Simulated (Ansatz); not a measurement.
Geometry optimisation, Ansatz 0.2.0, RKS PBE-D4/6-31G*.

The input (input.yaml):

```yaml
crystal:
  periodic: [false, false, false]
  atoms:
    - { symbol: Al, position_ang: [0.026042, 0.589155, -0.489688] }
    - { symbol: "N", position_ang: [-0.162616, 0.158872, 2.567288] }
    - { symbol: H, position_ang: [-1.022646, -0.061229, 3.077858] }
    - { symbol: H, position_ang: [0.629886, 0.00573, 3.196638] }
    - { symbol: O, position_ang: [1.540634, 0.015527, -1.034529] }
    - { symbol: Si, position_ang: [2.286626, -1.404727, -1.470099] }
    - { symbol: H, position_ang: [1.300321, -2.410801, -1.998384] }
    - { symbol: H, position_ang: [3.305037, -1.13109, -2.536439] }
    - { symbol: H, position_ang: [2.98354, -2.017874, -0.28861] }
    - { symbol: O, position_ang: [-1.456255, -0.053552, -1.038523] }
    - { symbol: Si, position_ang: [-2.527503, -1.306232, -0.858555] }
    - { symbol: H, position_ang: [-2.061712, -2.287485, 0.182091] }
    - { symbol: H, position_ang: [-3.870476, -0.782502, -0.437332] }
    - { symbol: H, position_ang: [-2.692631, -2.038998, -2.157953] }
    - { symbol: F, position_ang: [0.007741, 2.02988, 0.379976] }
    - { symbol: H, position_ang: [-0.179887, 1.170027, 2.316461] }
basis:
  gaussian: { orbitals: "6-31G*" }
hamiltonian:
  xc: pbe
  dispersion: d4
relax:
  f_tol: 0.03
  max_steps: 50
```

Run as:

```bash
$ ansatz run input.yaml --threads 4 --pin off --max-ram 5120MiB --backend cpu --events-out ev --progress --plain --runs-dir out
```

Q: Where does it end, and by what steps?

A: It converged. The force dipped under the threshold on the way, but the program's further checks kept it going. After 20 steps the energy has fallen by 1.262 eV; O10 moved furthest, 1.26 Å. Joined: Al1–N2 (3.09 → 2.02 Å).

| step | energy less start (eV) | largest force component (eV/Å) | accepted |
| --- | --- | --- | --- |
| 0 | 0.0000 | 0.905 | yes |
| 1 | -0.2584 | 0.815 | yes |
| 2 | -0.5778 | 1.243 | yes |
| 3 | -0.8730 | 0.949 | yes |
| 4 | -1.0356 | 0.775 | yes |
| 5 | -1.1337 | 0.472 | yes |
| 6 | -1.1693 | 0.597 | yes |
| 7 | -1.1921 | 0.279 | yes |
| 8 | -1.2142 | 0.058 | yes |
| 9 | -1.2196 | 0.385 | yes |
| 10 | -1.2302 | 0.197 | yes |
| 11 | -1.2402 | 0.065 | yes |
| 12 | -1.2464 | 0.212 | yes |
| 13 | -1.2511 | 0.090 | yes |
| 14 | -1.2562 | 0.158 | yes |
| 15 | -1.2583 | 0.059 | yes |
| 16 | -1.2601 | 0.061 | yes |
| 17 | -1.2608 | 0.052 | yes |
| 18 | -1.2616 | 0.033 | yes |
| 19 | -1.2620 | 0.030 | yes |
| 20 | -1.2622 | 0.019 | yes |

```xyz
16
Properties=species:S:1:pos:R:3
Al -0.087 0.403 0.216
N 0.067 0.633 2.217
H -0.785 0.268 2.661
H 0.872 0.092 2.557
O 1.338 -0.556 -0.054
Si 2.022 -1.512 -1.217
H 1.043 -2.514 -1.771
H 2.546 -0.712 -2.380
H 3.175 -2.275 -0.625
O -1.630 -0.397 0.161
Si -2.442 -1.392 -0.881
H -2.255 -2.841 -0.513
H -3.916 -1.098 -0.832
H -1.986 -1.231 -2.309
F -0.045 1.995 -0.324
H 0.189 1.612 2.504
```

Whether the end is a true minimum wasn't checked by a vibrational analysis.

Time of the run: 44 s on 4 threads of Arm Neoverse V2 (shared host), peak memory 0.23 GiB.
